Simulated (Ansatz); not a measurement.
An input meant for `Cc1csc(-c2sc(-c3sc(-c4sc(-c5sccc5C)cc4C)cc3C)cc2C)c1` (charge 0, singlet).

```yaml
crystal:
  periodic: [false, false, false]
  atoms:
    - {symbol: C, position_ang: [19.560599, 4.960435, -0.627991]}
    - {symbol: C, position_ang: [17.748047, 2.225611, -0.290867]}
    - {symbol: C, position_ang: [18.889570, -0.576302, -0.040703]}
    - {symbol: S, position_ang: [16.193518, -3.207727, 0.373191]}
    - {symbol: C, position_ang: [13.391820, -0.566474, 0.223421]}
    - {symbol: C, position_ang: [10.313971, -1.321641, 0.405506]}
    - {symbol: S, position_ang: [7.719172, 1.338554, -0.579416]}
    - {symbol: C, position_ang: [4.763642, -0.988947, 0.211671]}
    - {symbol: C, position_ang: [1.741188, -0.094221, -0.074501]}
    - {symbol: S, position_ang: [-0.971460, -2.287345, 1.545674]}
    - {symbol: C, position_ang: [-3.808330, -0.006376, 0.313345]}
    - {symbol: C, position_ang: [-6.862571, -0.622611, 0.867496]}
    - {symbol: S, position_ang: [-9.515259, 1.298001, -1.149647]}
    - {symbol: C, position_ang: [-12.416797, -0.473120, 0.635464]}
    - {symbol: C, position_ang: [-15.460016, 0.184264, 0.022843]}
    - {symbol: S, position_ang: [-18.147157, -1.091116, 2.465839]}
    - {symbol: C, position_ang: [-20.943536, 0.383766, 0.391679]}
    - {symbol: C, position_ang: [-19.877123, 1.810893, -2.050795]}
    - {symbol: C, position_ang: [-16.751651, 1.727010, -2.302706]}
    - {symbol: C, position_ang: [-15.111134, 3.114658, -4.803866]}
    - {symbol: C, position_ang: [-11.303917, -2.463759, 2.671959]}
    - {symbol: C, position_ang: [-8.197275, -2.583875, 2.831755]}
    - {symbol: C, position_ang: [-6.584523, -4.596160, 4.885307]}
    - {symbol: C, position_ang: [-2.624058, 2.340544, -1.255444]}
    - {symbol: C, position_ang: [0.479054, 2.333550, -1.488937]}
    - {symbol: C, position_ang: [2.166381, 4.684193, -3.068049]}
    - {symbol: C, position_ang: [5.825071, -3.695586, 1.166416]}
    - {symbol: C, position_ang: [8.927769, -3.925303, 1.280893]}
    - {symbol: C, position_ang: [10.484207, -6.675222, 2.219896]}
    - {symbol: C, position_ang: [14.620092, 2.208813, -0.140749]}
    - {symbol: H, position_ang: [19.249815, 6.451434, 1.260141]}
    - {symbol: H, position_ang: [21.917789, 4.444320, -0.785707]}
    - {symbol: H, position_ang: [18.928595, 6.191439, -2.619213]}
    - {symbol: H, position_ang: [21.198919, -1.227970, -0.051781]}
    - {symbol: H, position_ang: [-23.221943, 0.122783, 1.091088]}
    - {symbol: H, position_ang: [-21.290545, 2.899318, -3.662056]}
    - {symbol: H, position_ang: [-13.806566, 5.030281, -4.081087]}
    - {symbol: H, position_ang: [-16.653537, 3.880749, -6.502593]}
    - {symbol: H, position_ang: [-13.565926, 1.560074, -5.841465]}
    - {symbol: H, position_ang: [-12.730261, -3.839635, 4.033415]}
    - {symbol: H, position_ang: [-8.129021, -5.659079, 6.413345]}
    - {symbol: H, position_ang: [-4.928116, -3.406353, 6.196565]}
    - {symbol: H, position_ang: [-5.410586, -6.350705, 3.688016]}
    - {symbol: H, position_ang: [-3.996465, 4.067934, -2.211200]}
    - {symbol: H, position_ang: [0.657014, 6.178072, -4.225739]}
    - {symbol: H, position_ang: [3.699986, 3.752703, -4.699203]}
    - {symbol: H, position_ang: [3.490127, 6.019567, -1.534056]}
    - {symbol: H, position_ang: [4.364703, -5.512170, 1.756435]}
    - {symbol: H, position_ang: [11.660938, -7.715655, 0.369792]}
    - {symbol: H, position_ang: [12.130560, -6.235411, 3.944586]}
    - {symbol: H, position_ang: [8.903839, -8.289397, 3.083831]}
    - {symbol: H, position_ang: [13.281343, 4.203256, -0.261822]}
basis:
  gaussian: {orbitals: cc-pVTZ, fitting: {mean_field: def2-universal-jkfit}}
hamiltonian: {xc: {name: SVWN5}}
scf: {omitted_lower_state_checks: [starts]}
```

```sh
$ ansatz run in.yaml --threads 2 --pin off --events-out ev --progress --plain --max-ram 32768MiB --backend cuda --devices 0, --max-vram 18GiB
```

Shortened log:

```
Functional definition: SVWN5
2911 factors; integrals over basis functions are off by at most 1.5e0 eV
mean field evaluation 1: about -79639.7648 eV, gradient 1.5e2 eV
mean field evaluation 2: about -75422.9798 eV, gradient 7.0e2 eV
mean field evaluation 4: about -76353.2443 eV, gradient 5.6e2 eV
mean field evaluation 8: about -79763.7024 eV, gradient 6.6e0 eV
mean field evaluation 16: about -79764.6642 eV, gradient 1.1e1 eV
mean field evaluation 32: about -79765.5499 eV, gradient 2.3e0 eV
mean field evaluation 64: about -79765.5884 eV, gradient 2.3e-2 eV
mean field -79765.58840688 eV, -2931.3313068950 hartree, gradient 6.7e-6 eV, S^2 0.000000; 0 other end points of the search recorded, 0 dependent functions left out
reference -79765.58864269 eV, -2931.3313155610 hartree; 126, 126 occupied and 1102, 1102 virtual orbitals, 2911 factors
Total energy: -79765.58864269 eV, -2931.3313155610 hartree
Checks for a lower state left out: starts
```

Problem. What is wrong with this run?

Solution. The geometry is stretched to more than twice its size. The run converged. The result belongs to that input, not to the species as meant.
